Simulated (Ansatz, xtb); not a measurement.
## C4H8GeO: which of two isomers lies lower

Structure I: `O=C[C]1([GeH3])CC1`, a singlet. Structure II: `O=C[C@@H]1C[C@H]1[GeH3]`, a singlet. Both are isolated molecules in the gas phase, relaxed with PBE0-D3(BJ)/def2-SVP; each stands in its lowest conformer found.

Energies in hartree; the thermal terms are from GFN2-xTB frequencies at re-optimised GFN2-xTB minima (ideal gas, soft modes damped towards free rotors, one conformer each, 298.15 K, 1 atm) and include the zero-point energy:

```
                               I            II
E, CCSD(T)/def2-SVP  −2306.915786  −2306.912760
    E, MP2/def2-SVP  −2306.836975  −2306.833855
  E, MP2/def2-TZVPP  −2307.552533  −2307.549912
  zero-point energy      0.100922      0.100660
       H(298 K) − E      0.109671      0.109565
       G(298 K) − E      0.068432      0.067319
```

Q: Correct the CCSD(T) difference for the basis set by the MP2 change, then work out ΔE, ΔE₀, ΔH and ΔG for I → II in kJ/mol (1 Eh = 2625.50 kJ/mol) and the equilibrium ratio [II]/[I].

A: 1. Differences II − I: CCSD(T) +0.003026, MP2 in the small set +0.003120, MP2 in the large set +0.002621 Eh.
2. ΔE = +0.003026 + (+0.002621 − (+0.003120)) = +0.002527 Eh = +6.63 kJ/mol.
3. ΔE₀ = ΔE + ΔZPE = +0.002527 + (−0.000262) Eh = +5.95 kJ/mol.
4. ΔH = ΔE + (−0.000106) Eh = +6.36 kJ/mol.
5. ΔG = ΔE + (−0.001113) Eh = +3.71 kJ/mol, so ΔS = (ΔH − ΔG)/T = +8.9 J/(mol K).
6. kT = 0.9442 mEh, so K = [II]/[I] = exp(−ΔG/kT) = exp(−1.50) ≈ 0.22.

The two are too close for this level to say which is favoured. An error of 4 kJ/mol in ΔG would change K by a factor of 5. HF/STO-3G gave ΔE the other sign. Mirror images and further conformers aren't counted.

As drawn, both hold the same kinds of bond in the same numbers.

Other levels gave ΔE = +19.6 (GFN2-xTB); −5.3 (HF/STO-3G, GFN2-xTB geometries); +1.9 (r2SCAN-D4/def2-SVP, GFN2-xTB geometries); +6.0 (PBE0-D3(BJ)/def2-SVP); +4.5 (HF/def2-SVP); +8.2 (MP2/def2-SVP); +7.9 (CCSD(T)/def2-SVP) kJ/mol. The correlated steps freeze 14 core orbitals; the filled d shell of Ge is correlated, in a basis made for valence electrons. Programs: Ansatz 0.2.0, xtb 6.7.1.
